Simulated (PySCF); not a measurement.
Species: C₆H₁₂F (doublet state).
Z-matrix (Å and degrees, GFN2-xTB geometry), rows numbered from 1:
```
C 
C   1  1.4844
C   2  1.4833  1  119.80
C   2  1.4953  1  119.85  3   170.83
C   4  1.5359  2  112.44  1   -56.23
C   4  1.5357  2  112.40  1    69.50
F   4  1.3989  2  108.58  1  -173.43
H   1  1.0905  2  110.31  3    42.23
H   1  1.0974  2  111.52  3   -76.32
H   1  1.0877  2  111.89  3   163.22
H   3  1.0969  2  111.42  1    99.51
H   3  1.0907  2  110.89  1  -142.46
H   3  1.0875  2  110.82  1   -20.86
H   5  1.0848  4  110.42  2    62.66
H   5  1.0873  4  109.55  2   -57.68
H   5  1.0874  4  109.56  2  -176.86
H   6  1.0850  4  110.47  2   -63.98
H   6  1.0873  4  109.54  2   175.63
H   6  1.0870  4  109.59  2    56.29
```

The hyperfine couplings belong to this conformer and change with its torsions.

As a line formula: `C[C](C)C(C)(C)F` [radical].

The calculation used UKS B3LYP, pcH-1 on C F H, non-relativistic, mean-field spin-orbit, GIAO in PySCF 2.14.0. Geometry: GFN2-xTB, one conformer, isolated molecule. A GFN2-xTB geometry isn't a minimum of the functional, and hyperfine couplings can be far from their values at a DFT geometry. No stability test was run, so a lower SCF solution isn't excluded.

The Mulliken spin populations are largest on C2 (+0.98), C3 (-0.08), C1 (-0.08) and H9 (+0.06). No atom but C2 exceeds +0.15. The angles at C2 add up to 359.4°, so it is planar.

(1) How do the β-proton couplings of this frozen conformer go with θ, the angle between the C–H bond and the normal to the plane of the spin centre's three neighbours, both seen down the bond from centre to carbon?

(2) What would the freely rotating methyl group on C1 show?

Results:

(1) 
```json
{"β H": "H8", "on": "C1", "centre": "C2", "θ (°)": "52", "cos²θ": "0.37", "a (G)": "+18.34"}
{"β H": "H9", "on": "C1", "centre": "C2", "θ (°)": "9", "cos²θ": "0.98", "a (G)": "+49.24"}
{"β H": "H10", "on": "C1", "centre": "C2", "θ (°)": "69", "cos²θ": "0.13", "a (G)": "+7.61"}
{"β H": "H11", "on": "C3", "centre": "C2", "θ (°)": "14", "cos²θ": "0.94", "a (G)": "+48.76"}
{"β H": "H12", "on": "C3", "centre": "C2", "θ (°)": "48", "cos²θ": "0.45", "a (G)": "+25.17"}
{"β H": "H13", "on": "C3", "centre": "C2", "θ (°)": "74", "cos²θ": "0.08", "a (G)": "+4.25"}
```

Fitting the Heller–McConnell form a = ρ(B0 + B2 cos²θ), with Mulliken ρ = 0.98, gives B0 = 0.7 G and B2 = 51.9 G, with a largest miss of 1.7 G. By this fit the coupling would be 51.3 G at θ = 0° and 0.7 G at 90°.

(2) Three equal couplings, a 1:3:3:1 quartet. The mean of the three values of this geometry estimates the splitting: 25.1 G, or 70.3 MHz (three bonds 120° apart have a mean cos²θ of 1/2 at any torsion).

Couplings in gauss use g_iso = 2.0026.
